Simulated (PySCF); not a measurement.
A geometry optimisation on `CCCC=C1CCCC1`.

Method: PBE0-D3(BJ)/def2-SVP geometry optimisation, gas phase (PySCF 2.14.0). Start geometry: GFN2-xTB. The input is one job of a driver script: a line of settings, then coordinates in Å.

Input:
```
{"job": {"xc": "PBE0", "basis": "def2-SVP", "d3": "d3bj", "grid": 1, "kind": "geom"}, "charge": 0, "multiplicity": 1}
C      3.884112     0.422887    -0.038669
C      2.537307     0.240908    -0.726956
C      1.593127    -0.631086     0.107258
C      0.283646    -0.839875    -0.587316
C     -0.889266    -0.372561    -0.187968
C     -1.158719     0.437682     1.055189
C     -2.607330     0.905543     0.902830
C     -3.265296    -0.218248     0.106251
C     -2.192092    -0.595084    -0.914615
H      4.542335     1.045477    -0.640397
H      3.754855     0.897444     0.932004
H      4.366279    -0.540733     0.113574
H      2.686379    -0.222184    -1.705201
H      2.072064     1.215994    -0.889249
H      1.436597    -0.165117     1.080685
H      2.068923    -1.602703     0.270686
H      0.337480    -1.414941    -1.503571
H     -0.466069     1.272254     1.164527
H     -1.056721    -0.200997     1.937213
H     -3.092234     1.083826     1.861751
H     -2.638557     1.830889     0.324749
H     -3.468843    -1.066430     0.762346
H     -4.200671     0.088774    -0.359779
H     -2.292005    -1.618486    -1.275654
H     -2.246235     0.070914    -1.780554
```

Output:
```
step   0  E = -351.91986744  max force = 0.014890
step   1  E = -351.92233003  max force = 0.002725
step   2  E = -351.92236354  max force = 0.000861
step   3  E = -351.92235763  max force = 0.000964
step   4  E = -351.92237082  max force = 0.000428
optimisation converged
```

Energies in Eh; «max force» is the largest Cartesian gradient component in Eh/bohr.

Problem. Give the first gradient maximum in eV/Å.

Solution. With 1 Eh/bohr = 51.422 eV/Å, 0.766 eV/Å.

Problem. How much energy does the optimisation release, in kJ/mol?

Solution. E(step 0) − E(last step) = 0.002503 Eh, which is 6.6 kJ/mol.

Summary of the converged run: final energy -351.92237 Eh after 4 steps; dipole 0.29 D.

Problem. Give the final coordinates.

Solution. 0.031 Å rms from the input after alignment:
```
atom  x, y, z in Å
C1     4.0547    0.4316    0.0941
C2     2.7103    0.2448   -0.5907
C3     1.7391   -0.6210    0.2141
C4     0.4328   -0.8420   -0.4815
C5    -0.7572   -0.3674   -0.0963
C6    -1.0387    0.4553    1.1471
C7    -2.4932    0.9113    0.9891
C8    -3.1415   -0.2189    0.1901
C9    -2.0636   -0.5834   -0.8329
H10    4.7320    1.0595   -0.5043
H11    3.9384    0.9129    1.0785
H12    4.5567   -0.5351    0.2603
H13    2.8570   -0.2074   -1.5870
H14    2.2408    1.2258   -0.7769
H15    1.5746   -0.1618    1.2024
H16    2.2202   -1.5970    0.4112
H17    0.4749   -1.4330   -1.4057
H18   -0.3356    1.2922    1.2772
H19   -0.9357   -0.1818    2.0439
H20   -2.9912    1.1123    1.9493
H21   -2.5310    1.8449    0.4024
H22   -3.3363   -1.0794    0.8529
H23   -4.1009    0.0639   -0.2679
H24   -2.1606   -1.6020   -1.2375
H25   -2.1210    0.1081   -1.6932
```

Problem. How long does this job take on an Arm Neoverse V1 with one thread (shared host)?

Solution. About 1.9 min.
Labels such as C1 count atoms from 1, the log's own numbers from 0.
